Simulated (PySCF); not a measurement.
MoCl₃H₃, SMILES [Cl][MoH3]([Cl])[Cl], multiplicity 1. Geometry: PBE-D3(BJ)/def2-SVP. The multiplicity is an assumed one; no other spin state was optimised. The structure was generated by enumeration; whether it is a known compound was not checked. The def2 effective core potentials stand for the cores of Mo; spin–orbit coupling is left out.

Computed equilibrium geometry at PBE-D3(BJ)/def2-SVP (PySCF confirms it by a frequency run) as a Z-matrix, and its point group:
point group C3v.
```
Mo
H 1 1.6506
H 2 1.5947 1 61.11
H 3 1.5947 2 60.00 1 71.43
Cl 1 2.2758 2 83.08 3 86.16
Cl 1 2.2758 2 134.57 3 -34.82
Cl 1 2.2758 2 83.08 3 -155.81
```
